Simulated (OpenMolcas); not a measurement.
## O⁴⁺: effect of correlating more closed shells

| Item | Value |
| --- | --- |
| Program | OpenMolcas 26.06 |
| Basis | ANO-RCC-VTZP [4s3p2d1f] |
| Scalar Hamiltonian | DKH2, point nucleus |
| Active space | 2 electrons in 4 orbitals (2s 2p) |
| State averaging | 2S+1 = 3 even, 3 roots; 2S+1 = 1 even, 7 roots; 2S+1 = 3 odd, 3 roots; 2S+1 = 1 odd, 3 roots |
| Spin-orbit coupling | RASSI with atomic mean-field integrals over the reference wave functions, term energies averaged over their components |

Methods on the same reference wave functions:
A. CASSCF
B. MS-CASPT2, IPEA 0.25 Eh, imaginary shift 0.1 Eh (closed shells correlated: none)
C. MS-CASPT2, IPEA 0.25 Eh, imaginary shift 0.1 Eh (closed shells correlated: 1s)

Energies in cm⁻¹ above 2s² ¹S₀, the measured ground level; measured values from Moore, Selected Tables of Atomic Spectra, NSRDS-NBS 3, section 9.

| Level | A | B | C | Measured |
| --- | --- | --- | --- | --- |
| 2s² ¹S₀ | 0.0 | 0.0 | 0.0 | 0.0 |
| 2s 2p ³P°₀ | 82778 | 82137 | 82052 | 81942 |
| 2s 2p ³P°₁ | 82926 | 82285 | 82199 | 82079 |
| 2s 2p ³P°₂ | 83222 | 82581 | 82496 | 82385 |
| 2s 2p ¹P°₁ | 170958 | 162186 | 161823 | 158798 |
| 2p² ³P₀ | 215652 | 214851 | 214280 | 213462 |
| 2p² ³P₁ | 215800 | 214999 | 214427 | 213618 |
| 2p² ³P₂ | 216089 | 215288 | 214716 | 213887 |
| 2p² ¹D₂ | 242322 | 234441 | 234064 | 231721 |
| 2p² ¹S₀ | 302171 | 292188 | 291847 | 287910 |

Deviations, from unrounded energies. A percentage is the sum of absolute deviations over the sum of measured energies, with the sign that they share, or ± where signs differ.

```json
{"Against measurement": "mean absolute deviation (cm-1)", "Levels": "9", "A": "5100", "B": "1700", "C": "1300"}
{"Against measurement": "other configurations (%)", "Levels": "9", "A": "+2.9", "B": "+1.0", "C": "+0.8"}
```

C lies closest to measurement on these levels and A furthest from it. The largest miss of C in the table is 2p² ¹S₀, by +3900 cm-1. The ranking rests on the paired levels alone, and a cruder setting can come out closer through cancelling errors.

Between B and C the level of the table that moves most is 2p² ³P₁, by 570 cm-1 (lowest in C, highest in B).

The lowest spin-free term lies below A's lowest term by 0.003 hartree in B, 0.006 hartree in C.

What an inner shell adds also hangs on whether the basis holds functions to correlate it.

Computed and measured levels are paired by configuration, term and J; levels that our copy of the source lacks, or whose pairing is in doubt (as where it misses far off the trend of its configuration), stay unpaired and out of the deviations. Levels of configurations outside the active space are missing.

° marks odd parity.
